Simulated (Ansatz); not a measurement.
1,3,5-triphenylbenzene, `c1ccc(-c2cc(-c3ccccc3)cc(-c3ccccc3)c2)cc1`. Total charge 0; triplet. Geometry PBE-D4/def2-SVP, that of the neutral singlet; atoms count from 1.

```xyz
42

C    -3.6929    4.1287    1.5046
C    -4.1606    2.8411    1.1983
C    -3.2606    1.8325    0.8290
C    -1.8729    2.0884    0.7549
C    -0.9205    1.0190    0.3607
C     0.2152    1.3173   -0.4189
C     1.1390    0.3181   -0.7859
C     2.3197    0.6472   -1.6248
C     2.2342    1.6109   -2.6550
C     3.3487    1.9210   -3.4458
C     4.5753    1.2759   -3.2232
C     4.6763    0.3172   -2.2027
C     3.5609    0.0058   -1.4137
C     0.9080   -1.0040   -0.3547
C    -0.2182   -1.3370    0.4251
C    -0.4466   -2.7353    0.8698
C    -1.7526   -3.2698    0.9446
C    -1.9685   -4.5894    1.3636
C    -0.8827   -5.4050    1.7189
C     0.4208   -4.8884    1.6504
C     0.6359   -3.5691    1.2301
C    -1.1229   -0.3136    0.7736
C    -1.4177    3.3900    1.0647
C    -2.3171    4.3983    1.4363
H    -4.3995    4.9210    1.7952
H    -5.2385    2.6217    1.2395
H    -3.6399    0.8334    0.5657
H     0.3843    2.3530   -0.7483
H     1.2701    2.1030   -2.8551
H     3.2559    2.6673   -4.2498
H     5.4511    1.5202   -3.8434
H     5.6361   -0.1877   -2.0135
H     3.6574   -0.7282   -0.5993
H     1.5922   -1.8020   -0.6782
H    -2.6084   -2.6471    0.6426
H    -2.9940   -4.9876    1.4044
H    -1.0520   -6.4413    2.0486
H     1.2787   -5.5165    1.9358
H     1.6594   -3.1651    1.2057
H    -1.9761   -0.5502    1.4261
H    -0.3383    3.6043    1.0403
H    -1.9387    5.4020    1.6838
```

Single mean-field runs in def2-TZVP are fitted with def2-universal-jkfit. At PBE0-D4/def2-TZVP a singlet of charge 0 lies 3.48 eV below the triplet at the same geometry.

(1) Estimate the Mulliken populations of the heavy atoms from the PBE0/def2-TZVP orbitals of Ansatz.

(2) Where does the spin sit?

(3) And the Mayer bond orders between heavy atoms (over 0.3)?

## Answers

(1) 
```csv
atom,charge (e),spin (α − β)
C1,-0.11,-0.02
C2,-0.13,0.01
C3,-0.22,-0.03
C4,0.12,0.03
C5,0.21,-0.23
C6,-0.32,0.62
C7,0.24,0.39
C8,0.13,-0.04
C9,-0.23,0.13
C10,-0.13,-0.07
C11,-0.11,0.18
C12,-0.13,-0.07
C13,-0.22,0.12
C14,-0.31,-0.18
C15,0.22,0.39
C16,0.13,-0.04
C17,-0.23,0.14
C18,-0.13,-0.08
C19,-0.11,0.18
C20,-0.13,-0.07
C21,-0.22,0.13
C22,-0.32,0.62
C23,-0.22,-0.03
C24,-0.13,0.01
```
Mulliken values depend strongly on the basis.

(2) Summed by element: C 2.09, H -0.09, of 2 unpaired in all. Largest on single atoms: C22 0.62, C6 0.62, C7 0.39.

(3) C1–C2 1.42 (1.40 Å); C1–C24 1.42 (1.40 Å); C2–C3 1.46 (1.40 Å); C3–C4 1.39 (1.41 Å); C4–C5 0.84 (1.49 Å); C4–C23 1.39 (1.41 Å); C5–C6 1.41 (1.41 Å); C5–C22 1.40 (1.41 Å); C6–C7 1.03 (1.41 Å); C7–C8 0.96 (1.49 Å); C7–C14 1.39 (1.41 Å); C8–C9 1.31 (1.41 Å); C8–C13 1.32 (1.41 Å); C9–C10 1.49 (1.40 Å); C10–C11 1.39 (1.40 Å); C11–C12 1.38 (1.40 Å); C12–C13 1.50 (1.40 Å); C14–C15 1.40 (1.41 Å); C15–C16 0.96 (1.48 Å); C15–C22 1.04 (1.41 Å); C16–C17 1.31 (1.41 Å); C16–C21 1.32 (1.41 Å); C17–C18 1.49 (1.40 Å); C18–C19 1.39 (1.40 Å); C19–C20 1.38 (1.40 Å); C20–C21 1.50 (1.40 Å); C23–C24 1.46 (1.40 Å).
